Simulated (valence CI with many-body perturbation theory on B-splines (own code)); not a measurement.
Level structure of Ni XXIII

Method: relativistic CI+MBPT: four valence electrons over a frozen Dirac-Fock core [He], a basis of 11 s, 11 p, 9 d, 7 f, 5 g, 2 h, 1 i functions for each j, with the one-electron correlation potential Σ1 (screened to all orders), the two-electron term Σ2, the three-electron term Σ3, Breit, model QED; selected single and double excitations, second order for the rest (own B-spline code, finite nucleus).

No measured levels were compared; by estimate levels of excited configurations hold to 0.05 to 0.15 % of their energy, terms of the ground configuration to about 0.5 %. Among the levels kept, up to 270 cm⁻¹ of a level comes from second order outside the variational space, and about a tenth of that is noise between levels of different J, which matters for small intervals.

Levels 1 to 45 of 114, with energies above the lowest level, 2s2 2p2 3P_0. "Leading %" is the weight of the configuration and term that name the level; weights of strongly mixed levels are sums over their largest components and can fall short. In the jj column 3d3/2^4 stands for four electrons in 3d with j = 3/2. Lifetimes count E1, E2, E3, M1 and M2 decay at the calculated energies, and are blank where another channel may lead or the interval is too uncertain; long ones can be off by a factor of two.

```csv
No.,Configuration,Term,J,E (eV),Leading %,Leading jj,Lifetime
1,2s2 2p2,3P,0,0.0,87,2s^2 2p1/2^2 (92 %),
2,2s2 2p2,3P,1,13.6,99,2s^2 2p1/2 2p3/2 (99 %),47.9 μs
3,2s2 2p2,3P,2,20.1,68,2s^2 2p1/2 2p3/2 (87 %),753 μs
4,2s2 2p2,1D,2,40.3,68,2s^2 2p3/2^2 (86 %),12.6 μs
5,2s2 2p2,1S,0,57.7,85,2s^2 2p3/2^2 (91 %),3.41 μs
6,2s 2p3,5S°,2,72.7,94,2s 2p1/2 2p3/2^2 (46 %),6.67 ns
7,2s 2p3,3D°,1,110.9,79,2s 2p1/2^2 2p3/2 (63 %),58.0 ps
8,2s 2p3,3D°,2,111.6,78,2s 2p1/2 2p3/2^2 (62 %),88.8 ps
9,2s 2p3,3D°,3,116.7,100,2s 2p1/2 2p3/2^2 (100 %),119 ps
10,2s 2p3,3P°,0,132.0,100,2s 2p1/2 2p3/2^2 (100 %),36.9 ps
11,2s 2p3,3P°,1,133.7,77,2s 2p1/2 2p3/2^2 (77 %),33.2 ps
12,2s 2p3,3P°,2,137.0,64,2s 2p3/2^3 (51 %),36.4 ps
13,2s 2p3,3S°,1,155.1,73,2s 2p1/2 2p3/2^2 (70 %),9.02 ps
14,2s 2p3,1D°,2,161.8,87,2s 2p1/2 2p3/2^2 (60 %),16.2 ps
15,2s 2p3,1P°,1,181.2,76,2s 2p3/2^3 (72 %),9.47 ps
16,2p4,3P,2,231.2,86,2p1/2^2 2p3/2^2 (93 %),14.1 ps
17,2p4,3P,0,245.2,80,2p1/2^2 2p3/2^2 (76 %),11.9 ps
18,2p4,3P,1,247.9,99,2p1/2 2p3/2^3 (99 %),11.7 ps
19,2p4,1D,2,258.0,86,2p1/2 2p3/2^3 (93 %),17.0 ps
20,2p4,1S,0,291.4,77,2p3/2^4 (76 %),9.64 ps
21,2s2 2p 3s,3P°,0,1130.0,97,2s^2 2p1/2 3s (97 %),342 fs
22,2s2 2p 3s,3P°,1,1131.3,73,2s^2 2p1/2 3s (96 %),283 fs
23,2s2 2p 3s,3P°,2,1150.1,96,2s^2 2p3/2 3s (96 %),314 fs
24,2s2 2p 3s,1P°,1,1153.3,73,2s^2 2p3/2 3s (96 %),215 fs
25,2s2 2p 3p,3D,1,1154.4,67,2s^2 2p1/2 3p1/2 (96 %),16.1 ps
26,2s2 2p 3p,3P,1,1163.4,32,2s^2 2p1/2 3p3/2 (90 %),4.59 ps
27,2s2 2p 3p,3D,2,1164.0,76,2s^2 2p1/2 3p3/2 (87 %),10.6 ps
28,2s2 2p 3p,3P,0,1164.7,80,2s^2 2p1/2 3p1/2 (88 %),2.76 ps
29,2s2 2p 3p,3P,1,1178.1,46,2s^2 2p3/2 3p1/2 (62 %),3.36 ps
30,2s2 2p 3p,3D,3,1180.5,96,2s^2 2p3/2 3p3/2 (96 %),13.5 ps
31,2s2 2p 3p,3P,2,1181.1,55,2s^2 2p3/2 3p1/2 (74 %),3.54 ps
32,2s2 2p 3p,3S,1,1181.5,64,2s^2 2p3/2 3p3/2 (66 %),4.49 ps
33,2s2 2p 3d,3F°,2,1187.6,74,2s^2 2p1/2 3d3/2 (97 %),281 fs
34,2s 2p2 3s,5P,1,1188.8,90,2s 2p1/2^2 3s (59 %),462 fs
35,2s2 2p 3p,1D,2,1190.2,67,2s^2 2p3/2 3p3/2 (78 %),3.70 ps
36,2s2 2p 3d,3F°,3,1193.5,70,2s^2 2p1/2 3d5/2 (89 %),90.8 fs
37,2s2 2p 3d,3P°,2,1194.0,37,2s^2 2p1/2 3d5/2 (94 %),48.0 fs
38,2s2 2p 3d,3D°,1,1196.1,62,2s^2 2p1/2 3d3/2 (94 %),31.3 fs
39,2s2 2p 3p,1S,0,1197.3,56,2s^2 2p3/2 3p3/2 (49 %),623 fs
40,2s 2p2 3s,5P,2,1198.2,96,2s 2p1/2 2p3/2 3s (90 %),441 fs
41,2s 2p2 3s,3P,0,1203.4,51,2s^2 2p3/2 3p3/2 (43 %),435 fs
42,2s 2p2 3s,5P,3,1206.2,91,2s 2p1/2 2p3/2 3s (60 %),386 fs
43,2s2 2p 3d,3F°,4,1209.0,97,2s^2 2p3/2 3d5/2 (97 %),579 ps
44,2s2 2p 3d,1D°,2,1209.5,48,2s^2 2p3/2 3d3/2 (60 %),59.3 fs
45,2s 2p2 3s,3P,1,1210.0,87,2s 2p1/2 2p3/2 3s (84 %),255 fs
```

Names give the largest LS component (configuration and term), which can be under half, so a name can repeat, a term be missing and a line seem to break the LS rules; names also repeat where a configuration has a term twice.

The ionisation energy to 2s2 2p 2P°_1/2 of the next ion comes out as 2010.8 eV (NIST: 2008.1 ± 1.3 eV (semi-empirical)). All 114 levels together are meant to be complete up to 1283.7 eV.
